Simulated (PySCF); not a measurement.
# A small calculation by hand: oscillator strength and radiative lifetime

CH9NSi2, SMILES C[Si@@H](N)[SiH3].

The structure is a stationary point at PBE0-D3(BJ)/def2-SVP. The structure was generated by enumeration; whether it is a known compound was not checked. Other conformers were not sampled.

TDDFT-LC-ωPBE/def2-SVPD run with PySCF 2.14.0 puts the first singlet state with f over 0.02 at 6.32 eV (vertical), with the transition dipole (-0.333, 0.201, 0.202) in atomic units.

**Question.** Find the oscillator strength, the wavelength and the radiative lifetime that this transition would have in vacuum if emission retraced absorption.

**Answer.** 
|μ|² = 0.1921 au, so |μ| = 1.11 D. ΔE = 6.32/27.211 = 0.2323 hartree. f = (2/3) ΔE |μ|² = 0.030 (the program prints 0.030).
λ = 1239.84/6.32 = 196 nm; ν = 50974 cm⁻¹.
Einstein's coefficient A = 0.6670 ν² f s⁻¹ (ν in cm⁻¹) = 5.2e7 s⁻¹, so τ = 1/A = 19 ns. This state is S1. The figure is the radiative limit of this one transition; relaxation, internal conversion, crossing to triplets and a medium change what is measured.
